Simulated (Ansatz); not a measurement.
`F[CH]([SiH3])[Al]([F])[Cl]` + NH₃ → `[NH2][Al]([F])[Cl]` + `FC[SiH3]` at 400 K and 1 bar (ligand exchange at the Al–C bond).

Program: Ansatz. Geometries: PBE0-D4/def2-TZVP. ΔE: electronic, gas phase. CBS: MP2 limit from def2 TZ/QZ plus the TZ coupled-cluster correction, frozen cores. This one scheme is used for every species. Each species was taken in one conformer, which may not be the lowest.

```tsv
species	CCSD(T)/CBS energy (Eh)	H − E (kJ/mol)	S (J/(mol·K))
`F[CH]([SiH3])[Al]([F])[Cl]`	-1231.04760	166.4	448.2
NH₃	-56.50880	104.2	203.1
`[NH2][Al]([F])[Cl]`	-857.68991	105.1	342.4
`FC[SiH3]`	-429.90570	165.5	311.5
```

H − E and S are ideal-gas, rigid-rotor, harmonic terms from PBE0-D4/def2-TZVP, for one conformer and one mirror image of each species. 1 Eh = 2625.50 kJ/mol, R = 8.31446 J/(mol·K).

Problem. By hand: ΔE, ΔH, ΔS and ΔG.

Solution. ΔE = (-857.68991) + (-429.90570) − (-1231.04760) − (-56.50880) = -0.03921 Eh = -102.9 kJ/mol. Δ(H − E) = 105.1 + 165.5 − 166.4 − 104.2 = 0.0, so ΔH = -102.9 kJ/mol. ΔS = 342.4 + 311.5 − 448.2 − 203.1 = 2.6 J/(mol·K). ΔG = -102.9 − 400 × (2.6)/1000 = -103.9 kJ/mol.

Problem. By hand: the equilibrium constant, and the temperature at which ΔG would vanish if ΔH and ΔS stayed fixed.

Solution. log₁₀ K = −ΔG/(RT ln 10) = 13.6. ΔH and −TΔS have one sign here, so there is no such temperature.

The number of gas molecules stays the same, so ΔS is small and ΔH decides. A doubt of 5 kJ/mol in ΔE shifts log₁₀ K by 0.7 here. Other conformers and mirror images would add mixing entropy, several J/(mol·K) or more a flexible species. Modes under 60 cm⁻¹, often nearly free rotors, make the harmonic entropy too high. These are equilibria of isolated gas molecules and say nothing of rates. Largest T1 diagnostic: 0.012 (customary marks: 0.02 for closed shells, 0.045 for open ones).

ΔS is within the doubt of such terms, so its sign, and with it that verdict, could turn.
